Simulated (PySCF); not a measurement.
Be(Et) (C₂H₅Be), SMILES [CH2]([Be+])C, charge +1.

Geometry optimised at PBE0-D3(BJ)/def2-TZVP. The spin state was assumed, not searched. The isomer is the one that the SMILES or the coordinates give; other isomers of the formula were not compared.

Calculation: TDA-LC-ωPBE/def2-SVPD in PySCF.

Vertical excitations. The molecule is in vacuum. State labels are in the subgroup Cs.

Computed UV-visible absorptions:
```tsv
state	symmetry	energy (eV)	λ (nm)	f	main pairs
S1	A'	3.87	320	0.176	HOMO→LUMO 94 %
S2	A"	5.13	242	0.003	HOMO−1→LUMO 94 %
S3	A'	5.88	211	0.039	HOMO−2→LUMO 90 %
S4	A'	6.09	204	0.096	HOMO→LUMO+1 86 %
S5	A"	6.24	199	0.116	HOMO→LUMO+2 93 %
S6	A"	7.36	168	0.002	HOMO−1→LUMO+1 83 %
S7	A'	7.48	166	0.023	HOMO−3→LUMO 77 %, HOMO−1→LUMO+2 14 %
S8	A'	7.86	158	0.047	HOMO−1→LUMO+2 75 %, HOMO−3→LUMO 14 %
S9	A"	7.93	156	0.010	HOMO−4→LUMO 81 %
S10	A"	8.31	149	0.002	HOMO−2→LUMO+2 93 %
T1	A'	2.49	497	0	HOMO→LUMO 88 %
T2	A'	4.79	259	0	HOMO→LUMO+1 84 %
T3	A"	4.82	257	0	HOMO→LUMO+2 60 %, HOMO−1→LUMO 26 %
T4	A"	5.09	244	0	HOMO−1→LUMO 66 %, HOMO→LUMO+2 25 %
```
Triplets are in the Tamm–Dancoff approximation.
